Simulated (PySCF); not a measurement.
CH9ClOSi3, SMILES C[Si@@H](Cl)[SiH2][SiH2]O. Heavy atoms are numbered as in [CH3:1][Si@@H:2]([Cl:3])[SiH2:4][SiH2:5][OH:6]. Hydrogens are named by the atom that carries them.

Geometry: PBE0-D3(BJ)/def2-SVP. The structure was generated by enumeration; whether it is a known compound was not checked. Other conformers were not sampled.

The numbers are results of PBE/def2-TZVP (PySCF), not measurements.

ESP charges are fitted to the potential on shells at 1.4 to 2.0 van der Waals radii. Atomic charges (e), one atom of each kind:

```csv
atom,Mulliken,Löwdin,ESP fit
C1 (CH3),-0.45,[?],-0.68
Si2 (SiH),0.30,[?],0.37
Cl3,-0.24,0.21,-0.19
Si4 (SiH2),-0.02,0.05,0.03
Si5 (SiH2),0.26,0.01,0.38
O6 (OH),-0.48,[?],-0.60
H on C1,0.14,[?],0.19
H on Si2,-0.02,-0.02,-0.08
H on Si4,-0.01,[?],-0.02
H on Si5,-0.03,-0.03,-0.09
H on O6,0.31,0.17,0.42
```

Task: Some entries are withheld; supply them. (An estimate is asked for; the answer gives what the named calculation found.)

Result: 
- C1 (CH3), Löwdin: -0.47
- Si2 (SiH), Löwdin: -0.14
- O6 (OH), Löwdin: -0.13
- H on C1, Löwdin: 0.14
- H on Si4, Löwdin: -0.01

Task: Give the Mayer and Wiberg (Löwdin basis) orders of the bonds. (Estimate from the structure and the level; the computed values follow.)

Result: 
```tsv
bond	Mayer	Wiberg
C1–Si2	1.01	1.27
Si2–Cl3	1.10	1.74
Si2–Si4	0.93	1.09
Si4–Si5	0.95	1.12
Si5–O6	1.21	1.71
```
